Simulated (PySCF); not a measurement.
Two species compared at the same levels of theory.

First species: C7H7Cl.
InChI=1S/C7H7Cl/c8-7-5-1-2-6(7)4-3-5/h1-7H/t5-,6+,7-

Second species: C₆H₇FSSi.
Structure used (GFN2-xTB), in Å, numbered top down from 1:
```xyz
16
C6H7FSSi angstrom
C      3.453    0.160   -0.170
C      2.289   -0.140   -0.159
C      0.909   -0.444   -0.166
C      0.479   -1.530    0.486
S     -1.186   -2.081    0.603
Si    -2.226   -0.205    0.672
F     -3.497   -0.335   -0.310
C     -1.055    1.119    0.000
C      0.010    0.500   -0.917
H      4.473    0.402   -0.178
H      1.169   -2.198    0.976
H     -2.774    0.017    1.993
H     -1.623    1.862   -0.561
H     -0.557    1.649    0.813
H     -0.486   -0.053   -1.722
H      0.614    1.288   -1.373
```

Levels: CAM-B3LYP/def2-SVPD for HOMO energy, LUMO energy, HOMO–LUMO gap and static isotropic polarisability; TDDFT CAM-B3LYP/def2-SVPD for lowest singlet excitation; TDA CAM-B3LYP/def2-SVPD for lowest triplet excitation (Tamm–Dancoff). Geometries: GFN2-xTB. All species are isolated and taken at one optimised geometry, non-relativistic unless stated; the electronic structure was computed with PySCF and density fitting.

Values for the first species:

- HOMO energy: -8.10 eV
- LUMO energy: 0.38 eV
- HOMO–LUMO gap: 8.48 eV
- Lowest singlet excitation: 5.08 eV
- Lowest triplet excitation (Tamm–Dancoff): 3.50 eV
- Static isotropic polarisability: 83.1 au

(1) Estimate the same properties for the second species, and the change in each.

Answers

(1) 
| property | first | second | second less first |
| --- | --- | --- | --- |
| HOMO energy | -8.10 eV | -7.74 eV | +0.36 eV |
| LUMO energy | 0.38 eV | -0.11 eV | -0.49 eV |
| HOMO–LUMO gap | 8.48 eV | 7.63 eV | -0.85 eV |
| lowest singlet excitation | 5.08 eV | 4.94 eV | -0.14 eV |
| lowest triplet excitation (Tamm–Dancoff) | 3.50 eV | 3.12 eV | -0.38 eV |
| static isotropic polarisability | 83.1 au | 113.6 au | +30.5 au |

On the first: S1 lies 3.40 eV below the HOMO–LUMO gap; its leading configuration is HOMO→LUMO, weight 0.98. The polarisability is 12.31 Å³ as a volume (1 au = 0.148185 Å³), or 1.26 au for each of the 66 electrons.

On the second: In wavenumbers S1 is 39900 cm⁻¹ (1 eV = 8065.54 cm⁻¹). The principal polarisabilities are 80.1, 103.0 and 157.6 au; their mean is the isotropic value.
